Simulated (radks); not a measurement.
Effect of the nuclear size on neutral promethium, [Xe] 4f5 6s2. Calculated with a radial shooting solver on a logarithmic mesh with Libxc functionals: Dirac Kohn-Sham, exchange-only LDA, spin-unpolarised, spherical densities, finite nucleus; open shells are shared between the two j in proportion to 2j + 1; Fermi nuclear charge, rms radius 4.962 fm. The rms radius is varied about that value; shifts are against it.

| rms radius (fm) | total energy shift (eV) | density at nucleus (e/bohr^3) | 1s1/2 shift (meV) | 2s1/2 shift (meV) | 5s1/2 shift (meV) | 5p1/2 shift (meV) | 6s1/2 shift (meV) | 4f7/2 shift (meV) | 6p1/2 (empty) shift (meV) |
|---|---|---|---|---|---|---|---|---|---|
| 4.4211 | -3.00 | 5.039e+05 | -1240 | -156 | -1.15 | 0.154 | -0.050 | 0.235 | 0.042 |
| 4.6097 | -1.98 | 4.991e+05 | -821 | -103 | -0.759 | 0.102 | -0.033 | 0.156 | 0.028 |
| 4.962 | 0 | 4.907e+05 | 0.000 | 0.000 | 0.000 | 0.000 | 0.000 | 0.000 | 0.000 |
| 5.2299 | 1.58 | 4.848e+05 | 655 | 82.2 | 0.606 | -0.081 | 0.026 | -0.124 | -0.022 |
| 5.9991 | 6.48 | 4.697e+05 | 2680 | 336 | 2.48 | -0.333 | 0.107 | -0.509 | -0.090 |

Slopes of the eigenvalues against <r^2> in GHz/fm^2, as finite differences over the two radii next to the reference (eigenvalue slopes, not the field-shift constants of lines): 1s1/2 58500, 2s1/2 7340, 5s1/2 54.1, 5p1/2 -7.26, 6s1/2 2.34, 4f7/2 -11.1, 6p1/2 (empty) -1.96.
